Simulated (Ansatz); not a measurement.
Reaction (hydrogenolysis of the Si–Cl bond): `C[Si](N)(N)Cl` + H₂ → `C[SiH](N)N` + HCl

Gas-phase electronic energies from Ansatz, PBE0-D4/def2-TZVP geometries. CBS: MP2 limit from def2 TZ/QZ plus the TZ coupled-cluster correction, frozen cores. This one scheme is used for every species. Functionals use def2-TZVPP. B3LYP here is the variant with VWN-RPA as its local correlation; programs differ in this. Each species was taken in one conformer, which may not be the lowest.

```tsv
level	ΔE (kcal/mol)
r2SCAN-D4	26.4
r2SCAN	26.0
B3LYP	22.3
MP2/def2-TZVPP	26.1
```

Task: What does CCSD(T)/CBS give? (Best estimate.)

Result: Ansatz gave: +24.9 kcal/mol. The listed levels differ from it by 1.5, 1.1, -2.6, 1.2 kcal/mol.

Largest T1 diagnostic among the species: 0.009.

In def2-TZVPP, CCSD(T) changes the Hartree–Fock value by +2.2 kcal/mol (the triples alone add +0.9 kcal/mol) and MP2 by +4.7 kcal/mol. From BLYP to BHLYP (50 % exact exchange), in def2-TZVPP and without D4, ΔE moves by +0.7 kcal/mol.

CCSD(T)/CBS has its own doubt, a few kJ/mol and more with outer-core shells, so smaller differences from it don't rank the levels.
